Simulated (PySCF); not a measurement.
Running PySCF for BeSe⁻

The script input.py:

```python
from pyscf import gto, scf

mol = gto.M(
    atom='Be 0 0 0; Se 0 0 1.93',
    basis='ano-rcc-vdzp',
    charge=-1,
    spin=1,
    verbose=4,
)
mf = scf.UHF(mol)
mf = mf.sfx2c1e()
mf.kernel()
mf.dip_moment()
print('orbital energies (hartree):', [e[max(0, n-3):n+3].round(4) for e, n in zip(mf.mo_energy, mol.nelec)])
```

```bash
$ python input.py
```

Output (some set-up lines and the per-cycle HOMO/LUMO lines with their warnings removed):

```
PySCF version 2.14.0

[INPUT] verbose = 4
[INPUT] num. atoms = 2
[INPUT] num. electrons = 39
[INPUT] charge = -1
[INPUT] spin (= nelec alpha-beta = 2S) = 1
[INPUT] symmetry False subgroup None
[INPUT] Mole.unit = angstrom
[INPUT] Symbol           X                Y                Z      unit          X                Y                Z       unit  Magmom
[INPUT]  1 Be     0.000000000000   0.000000000000   0.000000000000 AA    0.000000000000   0.000000000000   0.000000000000 Bohr   0.0
[INPUT]  2 Se     0.000000000000   0.000000000000   1.930000000000 AA    0.000000000000   0.000000000000   3.647171420411 Bohr   0.0

nuclear repulsion = 37.2891713394404
number of shells = 6
number of NR pGTOs = 187
number of NR cGTOs = 41
basis = ano-rcc-vdzp
ecp = {}

******** <class 'pyscf.x2c.sfx2c1e.sfX2C1eUHF'> ********
method = sfX2C1eUHF
initial guess = minao
damping factor = 0
level_shift factor = 0
DIIS = <class 'pyscf.scf.diis.CDIIS'>
diis_start_cycle = 1
diis_space = 8
diis_damp = 0
SCF conv_tol = 1e-09
SCF conv_tol_grad = None
SCF max_cycles = 50
direct_scf = True
direct_scf_tol = 1e-13
number electrons alpha = 20  beta = 19

******** <class 'pyscf.x2c.sfx2c1e.SpinFreeX2CHelper'> ********
approx = 1e
xuncontract = 1
Set gradient conv threshold to 3.16228e-05
init E= -2442.87912228116

cycle= 1 E= -2442.70986769166  delta_E= 0.169  |g|= 0.23  |ddm|= 1.39
cycle= 2 E= -2442.76328288139  delta_E= -0.0534  |g|= 0.14  |ddm|= 0.635
cycle= 3 E= -2442.77874581835  delta_E= -0.0155  |g|= 0.0366  |ddm|= 0.201
cycle= 4 E= -2442.7833420677  delta_E= -0.0046  |g|= 0.0162  |ddm|= 0.175
cycle= 5 E= -2442.78439416768  delta_E= -0.00105  |g|= 0.00732  |ddm|= 0.0805
cycle= 6 E= -2442.78459225823  delta_E= -0.000198  |g|= 0.00387  |ddm|= 0.0311
cycle= 7 E= -2442.78465730827  delta_E= -6.51e-05  |g|= 0.0019  |ddm|= 0.0221
cycle= 8 E= -2442.78467897906  delta_E= -2.17e-05  |g|= 0.000962  |ddm|= 0.0145
cycle= 9 E= -2442.78468574459  delta_E= -6.77e-06  |g|= 0.000294  |ddm|= 0.00976
cycle= 10 E= -2442.78468627116  delta_E= -5.27e-07  |g|= 9.65e-05  |ddm|= 0.0027
cycle= 11 E= -2442.78468630341  delta_E= -3.22e-08  |g|= 2.64e-05  |ddm|= 0.000663
cycle= 12 E= -2442.78468630524  delta_E= -1.83e-09  |g|= 8.08e-06  |ddm|= 0.000142
cycle= 13 E= -2442.78468630539  delta_E= -1.48e-10  |g|= 1.74e-06  |ddm|= 4.68e-05
Extra cycle  E= -2442.78468630539  delta_E= -8.64e-12  |g|= 9.04e-07  |ddm|= 4.8e-06
converged SCF energy = -2442.78468630539  <S^2> = 0.76117065  2S+1 = 2.0111396
Dipole moment(X, Y, Z, Debye): -0.00000, -0.00000, -7.07335
orbital energies (hartree): [array([-0.1089, -0.1047, -0.1047,  0.2993,  0.2993,  0.4102]), array([-0.1807, -0.1092, -0.1092,  0.2517,  0.3469,  0.3469])]
```

In short: E(SCF) = -2442.784686 Eh, 13 cycles, ⟨S²⟩ = 0.761.

Wall time 2.8 s on one thread of a shared host.

The basis has no diffuse functions, which an anion needs. The bond length is a typed value, not an optimised one. The dipole of an ion depends on the origin. No search for the lowest solution was made.
